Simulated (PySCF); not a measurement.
## Converging HI in the basis (PBE0)

PySCF, UKS reference; singlet, unpaired electrons none; De to H + I without counterpoise correction.

```json
{"basis": "x2c-SVPall", "relativity": "spin-free X2C", "functions": "41", "Re (Å)": "1.613", "ωe (cm⁻¹)": "2351", "De (eV)": "3.33", "μ (D)": "-0.63"}
{"basis": "def2-SVPD", "relativity": "scalar-relativistic core potentials", "functions": "43", "Re (Å)": "1.617", "ωe (cm⁻¹)": "2342", "De (eV)": "3.35", "μ (D)": "-0.48"}
{"basis": "cc-pVTZ/cc-pVTZ-PP", "relativity": "scalar-relativistic core potentials", "functions": "53", "Re (Å)": "1.616", "ωe (cm⁻¹)": "2333", "De (eV)": "3.35", "μ (D)": "-0.53"}
{"basis": "def2-TZVP", "relativity": "scalar-relativistic core potentials", "functions": "56", "Re (Å)": "1.610", "ωe (cm⁻¹)": "2345", "De (eV)": "3.36", "μ (D)": "-0.51"}
{"basis": "x2c-TZVPPall", "relativity": "spin-free X2C", "functions": "74", "Re (Å)": "1.610", "ωe (cm⁻¹)": "2346", "De (eV)": "3.38", "μ (D)": "-0.51"}
```

Q: How does each smaller set differ from the one with most functions, x2c-TZVPPall?

A: x2c-SVPall: +0.3 pm, +0.2 % in ωe, -0.05 eV in De; def2-SVPD: +0.7 pm, -0.2 % in ωe, -0.03 eV in De; cc-pVTZ/cc-pVTZ-PP: +0.6 pm, -0.6 % in ωe, -0.03 eV in De; def2-TZVP: +0.0 pm, -0.0 % in ωe, -0.02 eV in De. All at PBE0; the set with most functions is neither the basis-set limit nor always the best. The rows treat relativity differently, so the differences are not basis effects alone.

A positive dipole means H(−)I(+). Measured (Huber and Herzberg, Constants of Diatomic Molecules (1979)): Re = 1.60916 Å, ωe = 2309.014 cm⁻¹. Spin–orbit coupling is left out, which matters for elements this heavy, above all for dissociation energies.
